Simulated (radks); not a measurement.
Spherical quantum dot in the effective-mass picture: electrons in a parabolic well V = omega^2 r^2 / 2 with omega = 4.3, with a point charge +2 (a donor) at the centre, all in effective atomic units (hartree* = m*/eps^2 hartree, bohr* = eps/m* bohr), one dielectric constant everywhere. Method: non-relativistic Kohn-Sham, PBEsol, spin-polarised, spherical densities; computed with a radial shooting solver with Libxc functionals. Levels are named by radial order and angular momentum (1s, 1p, 1d, 2s, ...), and open shells are averaged over m.

N = 22, configuration 1s2 1p6 1d10 2s2 1f(up 2, down 0). This is the lowest configuration that the search found. Occupied and some empty levels:

level    occupation  eigenvalue (hartree*)  <r> (bohr*)
1s up             1                 25.487       0.5513
1s down           1                 25.504       0.5491
1p up             3                 29.407       0.8402
1p down           3                 29.455       0.8376
2s up             1                 31.692       0.8911
2s down           1                 31.749       0.8910
1d up             5                 32.610        1.005
1d down           5                 32.677        1.003
1f up             2                 35.849        1.129
1f down           0                 35.926        1.129
2p up             0                 35.927        1.019
2p down           0                 35.982        1.020
1g up             0                 39.200        1.234
1g down           0                 39.280        1.234
2d up             0                 39.637        1.142
2d down           0                 39.689        1.144

Energy (hartree*): total 461.176, kinetic 115.56, external 133.26, Hartree 235.04, exchange-correlation -22.683.
